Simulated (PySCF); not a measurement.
## Ionisation energy of Ta⁺ by level of theory

Ta⁺ [Xe] 4f14 5d3 6s1 (5F) → Ta²⁺ [Xe] 4f14 5d3 (4F), as a difference of total energies. Computed with PySCF 2.14 in aug-cc-pVTZ-PP with one added diffuse shell each of s, p, d, f, g type with ECP60MDF (7s7p6d4f3g, 113 functions), with scalar relativity through the core potential. Correlated levels: valence: 5s2 5p6 frozen. The calculations carry no spin-orbit coupling.

```json
{"method": "UHF", "ionisation energy (eV)": "14.193"}
{"method": "LDA", "ionisation energy (eV)": "15.729"}
{"method": "PBE", "ionisation energy (eV)": "15.458"}
{"method": "PBE0", "ionisation energy (eV)": "15.220"}
{"method": "r2SCAN", "ionisation energy (eV)": "15.469"}
{"method": "B2PLYP", "ionisation energy (eV)": "14.876"}
{"method": "M06-2X", "ionisation energy (eV)": "15.188"}
{"method": "TPSS", "ionisation energy (eV)": "15.207"}
{"method": "MP2 (valence)", "ionisation energy (eV)": "14.561"}
{"method": "SCS-MP2 (valence)", "ionisation energy (eV)": "14.316"}
```

Question: How much does correlation contribute at MP2 (valence)?

Answer: 14.561 − (14.193) = 0.368 eV, measured against UHF.

The reference lies between the lowest fine-structure levels, while these numbers refer to the centres of the terms.

Errors of the correlated levels include the incompleteness of this basis and the frozen core.

For comparison: 16.2 ± 0.5 eV (semi-empirical (NIST evaluation); NIST Atomic Spectra Database, ionization energies).
